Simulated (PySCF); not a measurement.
Electron correlation in F⁺ (fluorine, charge +1)

[He] 2s2 2p4, high-spin 3P determinant. Calculation: PySCF 2.14, in x2c-QZVPPall (7s4p3d2f1g, 57 functions); the spin-free X2C one-electron Hamiltonian (Gaussian nucleus). Frozen: 1s2; 6 electrons correlated.

| level | correlation energy (mhartree) |
| --- | --- |
| CCSD | -172.19 |
| (T) | -2.50 |
| CCSD(T) | -174.69 |

Diagnostics: T1 = 0.0040, D1 = 0.0084, largest double amplitude 0.025.

Cost of the coupled-cluster step: roughly 6 core-seconds, for 6 correlated electrons.

Iterations:

```
CC2 = 0
CCSD nocc = (np.int64(4), np.int64(2)), nmo = (56, 56)
frozen orbitals [[0], [0]]
max_cycle = 100
direct = 0
conv_tol = 1e-08
conv_tol_normt = 1e-06
diis_space = 8
diis_start_cycle = 0
Init t2, MP2 energy = -0.157779755706889
Init E_corr(UCCSD) = -0.157779755709334
cycle = 1  E_corr(UCCSD) = -0.169317084759333  dE = -0.011537329  norm(t1,t2) = 0.0204075
cycle = 2  E_corr(UCCSD) = -0.171378377425842  dE = -0.00206129267  norm(t1,t2) = 0.00662168
cycle = 3  E_corr(UCCSD) = -0.172225972780842  dE = -0.000847595355  norm(t1,t2) = 0.0028246
cycle = 4  E_corr(UCCSD) = -0.172179625106076  dE = 4.63476748e-05  norm(t1,t2) = 0.000656244
cycle = 5  E_corr(UCCSD) = -0.17218885546291  dE = -9.23035683e-06  norm(t1,t2) = 0.000143578
cycle = 6  E_corr(UCCSD) = -0.172191037800721  dE = -2.18233781e-06  norm(t1,t2) = 3.37717e-05
cycle = 7  E_corr(UCCSD) = -0.172190483057379  dE = 5.54743342e-07  norm(t1,t2) = 7.86979e-06
cycle = 8  E_corr(UCCSD) = -0.17219046210818  dE = 2.09491994e-08  norm(t1,t2) = 1.27634e-06
cycle = 9  E_corr(UCCSD) = -0.172190474548447  dE = -1.24402673e-08  norm(t1,t2) = 2.00379e-07
cycle = 10  E_corr(UCCSD) = -0.172190473972494  dE = 5.75953008e-10  norm(t1,t2) = 4.09012e-08
UCCSD converged
E(UCCSD) = -99.1006465673962  E_corr = -0.1721904739724943
UCCSD(T) correction = -0.00249991446189484
```
